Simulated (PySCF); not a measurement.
Geometries of 4 isomers of C2H6BN, from PBE0-D3(BJ)/def2-SVP geometry optimisation, gas phase (PySCF). One conformer each, no zero-point energy, no frequencies.

**Question.** Which isomer lies lowest at this level?
A.
```xyz
10
angstrom
C      1.864   -0.308    0.026
C      0.703    0.361   -0.029
B     -0.677   -0.359    0.040
N     -1.877    0.347   -0.045
H      2.840    0.188   -0.025
H      1.879   -1.399    0.126
H      0.754    1.455   -0.130
H     -0.732   -1.564    0.172
H     -1.921    1.352   -0.160
H     -2.784   -0.097   -0.005
```
B.
```xyz
10
angstrom
B      2.080   -0.038    0.025
C      0.549   -0.016    0.198
N     -0.607    0.001    0.327
C     -2.002    0.025    0.487
H      2.439    1.132    0.028
H      2.293   -0.595   -1.045
H      2.520   -0.669    0.978
H     -2.490   -0.418   -0.394
H     -2.350    1.061    0.604
H     -2.289   -0.550    1.380
```
C.
```xyz
10
angstrom
B      1.466    0.774   -0.697
N      0.261    0.208   -0.331
C     -1.139    0.360   -0.160
C     -0.439   -0.932    0.140
H      2.468    0.097   -0.639
H      1.479    1.927   -1.064
H     -1.482    0.980    0.677
H     -1.755    0.429   -1.064
H     -0.291   -1.220    1.188
H     -0.563   -1.772   -0.553
```
D.
```xyz
10
angstrom
B      2.082   -0.103    0.009
N      0.564   -0.032    0.194
C     -0.577    0.020    0.331
C     -2.012    0.087    0.504
H      2.474    1.057    0.017
H      2.262   -0.657   -1.067
H      2.506   -0.754    0.954
H     -2.518   -0.347   -0.371
H     -2.329    1.134    0.616
H     -2.310   -0.473    1.402
```

**Answer.** A. That is `C=CBN`, 28.1 kcal/mol below the next.

```csv
SMILES,atoms numbered as above,E (Eh),relative (kcal/mol),relative (kJ/mol),dipole (D)
C=CBN,[CH2:1]=[CH:2][BH:3][NH2:4],-159.13535,0.0,0.0,1.75
BN1CC1,[BH2:1][N:2]1[CH2:3][CH2:4]1,-159.09054,28.1,117.6,2.36
[BH3-][N+]#CC,[BH3-:1][N+:2]#[C:3][CH3:4],-159.08180,33.6,140.6,7.28
[BH3-]C#[N+]C,[BH3-:1][C:2]#[N+:3][CH3:4],-159.06952,41.3,172.8,6.44
```

As drawn, the lowest has an N–H bond and a B–N bond, which the highest lacks.
